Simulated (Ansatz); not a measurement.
`CC1OB1O` + H₂ → `OB1CO1` + CH₄ at 298.15 K and 1 bar (hydrogenolysis of a C–C bond).

Program: Ansatz. Geometries: PBE0-D4/def2-TZVP. ΔE: electronic, gas phase. CCSD(T)/CBS adds triple-zeta CCSD(T) − MP2 to the extrapolated MP2 energy (def2 sets, frozen cores). This one scheme is used for every species. One conformer a species, not always the lowest.

| species | CCSD(T)/CBS energy (Eh) | H − E (kJ/mol) | S (J/(mol·K)) |
| --- | --- | --- | --- |
| `CC1OB1O` | -254.30498 | 219.8 | 304.9 |
| H₂ | -1.17544 | 35.1 | 130.4 |
| `OB1CO1` | -215.03899 | 142.3 | 271.8 |
| CH₄ | -40.46206 | 127.4 | 186.2 |

H − E and S are ideal-gas, rigid-rotor, harmonic terms from PBE0-D4/def2-TZVP, for one conformer and one mirror image of each species. The MP2-based limit puts H₂ 0.8 mEh under its directly extrapolated value; such offsets cancel only in part. 1 Eh = 2625.50 kJ/mol, R = 8.31446 J/(mol·K).

Task: By hand: ΔE, ΔH, ΔS and ΔG.

Result: ΔE = (-215.03899) + (-40.46206) − (-254.30498) − (-1.17544) = -0.02063 Eh = -54.2 kJ/mol. Δ(H − E) = 142.3 + 127.4 − 219.8 − 35.1 = 14.8, so ΔH = -39.4 kJ/mol. ΔS = 271.8 + 186.2 − 304.9 − 130.4 = 22.7 J/(mol·K). ΔG = -39.4 − 298.15 × (22.7)/1000 = -46.2 kJ/mol.

Task: By hand: the equilibrium constant, and the temperature at which ΔG would vanish if ΔH and ΔS stayed fixed.

Result: log₁₀ K = −ΔG/(RT ln 10) = 8.1. ΔH and −TΔS have one sign here, so there is no such temperature.

ΔH outweighs TΔS. A doubt of 5 kJ/mol in ΔE shifts log₁₀ K by 0.9 here. Other conformers and mirror images would add mixing entropy, several J/(mol·K) or more a flexible species. These are equilibria of isolated gas molecules and say nothing of rates. Largest T1 diagnostic: 0.014 (customary marks: 0.02 for closed shells, 0.045 for open ones).
